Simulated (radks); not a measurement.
The mean radii <r> (bohr) of the occupied orbitals of an atom or ion are listed with their occupations. Calculated with a radial shooting solver on a logarithmic mesh with Libxc functionals: scalar-relativistic Kohn-Sham, PBE, spin-unpolarised, spherical densities, point nucleus.

orbital  occ.      <r>
1s          2  0.05846
2s          2   0.2669
2p          6   0.2355
3s          2   0.8048
3p          6   0.8466
3d          5    1.010
4s          1    2.404

Name the element and its charge.

Answer. Z = 26, iron, charge +2: Fe2+ in [Ar] 3d5 4s1. The 1s radius gives Z: for a bare nucleus <r> = (2 gamma + 1)/(2Z) with gamma = sqrt(1 - (Z/c)^2), 0.05699 bohr for Z = 26, and screening makes it slightly larger (0.05846 here). The occupations add up to 24, and the charge is Z minus that.
